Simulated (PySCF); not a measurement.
# Where the electron goes

Compound: 4-ethylaniline, C8H11N.
Z-matrix (Å and degrees, PBE0-D3(BJ)/def2-SVP geometry), rows numbered from 1:
```
C 
C   1  1.5266
C   2  1.5054  1  113.01
C   3  1.3991  2  121.35  1    87.64
C   4  1.3903  3  121.80  2  -177.66
C   5  1.4044  4  120.78  3     0.12
N   6  1.3833  5  121.18  4   177.68
C   6  1.4044  5  117.71  4    -0.13
C   8  1.3904  6  120.82  5     0.12
H   1  1.1014  2  111.49  3  -179.99
H   1  1.1011  2  110.96  3    59.56
H   1  1.1011  2  110.94  3   -59.56
H   2  1.1028  1  109.37  3   122.08
H   2  1.1027  1  109.42  3  -122.12
H   4  1.0943  3  119.29  2     2.72
H   5  1.0937  4  119.83  3  -179.85
H   7  1.0116  6  115.95  5    23.01
H   7  1.0116  6  116.00  5   158.67
H   8  1.0937  6  119.37  5  -179.85
H   9  1.0944  3  119.31  2    -2.73
```

Computed with PySCF 2.14.0, density-fitted response routines, TDDFT CAM-B3LYP/def2-SVPD, vertical, gas phase, core orbitals frozen in the response.

Kohn–Sham orbitals with the atoms that hold most of them (Löwdin shares over 4%, at most four atoms; ? is withheld):

```tsv
orbital	ε (eV)	atoms
LUMO+2	1.57	N7 15%, C6 12%, H17 12%, H18 12%
LUMO+1	1.28	C6 13%, C3 10%, C9 7%, C4 7%
LUMO	0.96	?
HOMO	?	N7 23%, C3 17%, C6 14%, C8 10%
HOMO-1	-8.34	?
HOMO-2	-10.07	N7 30%, C3 13%, C9 11%, C4 11%
HOMO-3	-10.60	C2 15%, C3 10%, C1 10%, C9 8%
```

(1) Which atoms hold the HOMO-1, and with what shares?

(2) Which atoms hold the LUMO, and with what shares?

(3) What is the HOMO energy, and the HOMO–LUMO gap?

## Answers

(1) C5 (bonded to 2 C and H) 20%; C8 (bonded to 2 C and H) 20%; C4 (bonded to 2 C and H) 20%; C9 (bonded to 2 C and H) 20%.

(2) C4 (bonded to 2 C and H) 18%; C9 (bonded to 2 C and H) 17%; C8 (bonded to 2 C and H) 17%; C5 (bonded to 2 C and H) 17%.

(3) ε(HOMO) = -6.94 eV; the gap is 7.90 eV (0.2903 hartree).

Question: How does S1 compare with the orbital gap of 7.90 eV?

Answer: S1 is at 4.77 eV (f = 0.036), 3.13 eV below the gap, made of HOMO→LUMO (88%). Without the coupling terms of the response equations the lowest excitation would equal the gap.

Question: One configuration dominates each of S1, S2 and S6. Which, and how do the shares of the two leading atoms of either orbital change from the occupied to the empty one?

Answer: 
- S1 (4.77 eV, f 0.036), HOMO→LUMO (88%): N7 23% → at most 18%, C3 17% → at most 18%, C4 at most 10% → 18%, C9 at most 10% → 17%
- S2 (5.44 eV, f 0.106), HOMO→LUMO+1 (74%): N7 23% → at most 8%, C3 17% → 10%, C6 14% → 13%
- S6 (6.75 eV, f 0.674), HOMO-1→LUMO (80%): C5 20% → 17%, C8 20% → 17%, C4 20% → 18%, C9 20% → 17%

One conformer stands for the species.
